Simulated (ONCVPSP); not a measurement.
## Reading a pseudo-wave (nitrogen)

Columns: radius, all-electron u(r) and pseudo u(r) of the 2p shell (level -7.04 eV) of nitrogen in the configuration 1s2 2s2 2p3; PBEsol, scalar-relativistic, ONCV scheme, ONCVPSP 4.0.1.

| r (bohr) | all-electron | pseudo |
| --- | --- | --- |
| 0.088 | 0.0585 | 0.0223 |
| 0.175 | 0.1758 | 0.0852 |
| 0.262 | 0.3053 | 0.1810 |
| 0.350 | 0.4272 | 0.2994 |
| 0.438 | 0.5311 | 0.4258 |
| 0.525 | 0.6143 | 0.5457 |
| 0.612 | 0.6787 | 0.6500 |
| 0.700 | 0.7257 | 0.7324 |
| 0.788 | 0.7566 | 0.7886 |
| 0.875 | 0.7737 | 0.8189 |
| 0.962 | 0.7797 | 0.8277 |
| 1.050 | 0.7768 | 0.8196 |
| 1.138 | 0.7667 | 0.8001 |
| 1.225 | 0.7514 | 0.7743 |
| 1.312 | 0.7320 | 0.7457 |
| 1.400 | 0.7094 | 0.7163 |
| 1.487 | 0.6850 | 0.6877 |
| 1.575 | 0.6588 | 0.6596 |
| 1.662 | 0.6321 | 0.6322 |
| 1.750 | 0.6048 | 0.6048 |
| 1.838 | 0.5773 | 0.5773 |
| 1.925 | 0.5504 | 0.5504 |
| 2.012 | 0.5240 | 0.5240 |
| 2.100 | 0.4978 | 0.4978 |
| 2.188 | 0.4724 | 0.4724 |
| 2.275 | 0.4481 | 0.4480 |

Problem. How many radial nodes do the two functions have?

Solution. The all-electron 2p function has n − l − 1 = 0; the pseudo-wave has 0.

Problem. At about which radius was the pseudo-wave matched?

Solution. 1.75 bohr. The columns agree to 0.0005 from 1.66 bohr on; several derivatives are matched, so the curves merge somewhat inside the radius.

Problem. Where does each function peak?

Solution. Outermost all-electron maximum near 0.96 bohr, pseudo maximum near 0.96 bohr (to the table’s step).

Problem. Is the pseudo-wave norm-conserving?

Solution. Yes: the ONCV scheme keeps the norm inside the radius equal to the all-electron one, which fixes the energy derivative of the logarithmic derivative at the level.
